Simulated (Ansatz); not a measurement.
`C[SiH](O)N[SiH2]O` → `C[SiH]([NH])O`• + `O[SiH2]`•  (homolysis of the N–Si bond)

Computed with Ansatz on PBE0-D4/def2-TZVP structures; ΔE is electronic, products minus reactants. CCSD(T)/CBS is the MP2 limit (def2-TZVPP, def2-QZVPP) plus CCSD(T) − MP2 in def2-TZVPP, frozen cores. This one scheme is used for every species. Functionals use def2-TZVPP. B3LYP here is the variant with VWN-RPA as its local correlation; programs differ in this. No spin–orbit coupling; open shells (•) take unrestricted orbitals. Each species was taken in one conformer, which may not be the lowest.

`C[SiH](O)N[SiH2]O`:

Z-matrix (Å, degrees):
```
C
Si 1 1.852
H 1 1.093 2 110.7
H 1 1.092 2 111.0 3 -120.6
H 1 1.092 2 110.4 3 119.2
O 2 1.647 1 106.7 3 -63.5
N 2 1.734 1 111.2 3 59.1
H 2 1.489 1 112.5 3 176.1
H 6 0.962 2 113.7 1 168.8
Si 7 1.709 2 122.1 1 168.3
H 7 1.010 2 117.1 1 -36.8
O 10 1.659 7 106.7 2 40.4
H 10 1.486 7 108.5 2 161.1
H 10 1.487 7 113.1 2 -76.9
H 12 0.958 10 116.9 7 -148.7
```

`C[SiH]([NH])O`•:

Z-matrix (Å, degrees):
```
C
Si 1 1.857
H 1 1.092 2 110.7
H 1 1.092 2 111.1 3 120.9
H 1 1.093 2 109.8 3 -119.3
N 2 1.747 1 114.3 3 -55.9
O 2 1.642 1 106.5 3 64.5
H 2 1.495 1 111.4 3 -174.3
H 6 1.022 2 114.1 1 -54.8
H 7 0.958 2 116.9 1 -163.0
```

`O[SiH2]`•:

Cartesian coordinates in Å:
```
O 0.226 -0.642 -0.895
Si 0.049 0.587 0.195
H -0.557 -0.924 -1.370
H -1.065 0.305 1.154
H 1.347 0.674 0.916
```

```tsv
level	ΔE (eV)	difference from CCSD(T)/CBS
PBE-D4	4.99	-0.35
r2SCAN-D4	4.94	-0.40
PBE0-D4	5.07	-0.27
B3LYP-D4	5.03	-0.31
ωB97X-V	5.24	-0.10
ωB97M-V	5.32	-0.02
B2PLYP	5.08	-0.26
PBE	4.86	-0.48
r2SCAN	4.91	-0.43
PBE0	4.95	-0.39
B3LYP	4.82	-0.52
HF/def2-TZVPP	3.97	-1.37
MP2/def2-TZVPP	5.51	0.17
SCS-MP2/def2-TZVPP	5.39	0.05
CCSD/def2-TZVPP	5.12	-0.22
CCSD(T)/def2-TZVPP	5.21	-0.13
HF/def2-QZVPP	3.97	-1.37
MP2/def2-QZVPP	5.58	0.24
SCS-MP2/def2-QZVPP	5.47	0.13
HF/CBS(def2)	3.97	-1.37
MP2/CBS(def2)	5.64	0.30
CCSD/CBS(def2)	5.25	-0.09
CCSD(T)/CBS	5.34	0
```

Largest T1 diagnostic among the species: 0.015.

The D4 term adds +0.21 eV with B3LYP and +0.12 eV with PBE0; it sums over pairs of atoms, weighted by their polarisabilities, and B3LYP, whose exchange is more repulsive, gets the larger term. In def2-TZVPP, CCSD(T) changes the Hartree–Fock value by +1.24 eV (the triples alone add +0.10 eV) and MP2 by +1.54 eV; breaking electron pairs costs correlation energy, which Hartree–Fock lacks. From PBE to PBE0 (25 % exact exchange), in def2-TZVPP and without D4, ΔE moves by +0.10 eV.
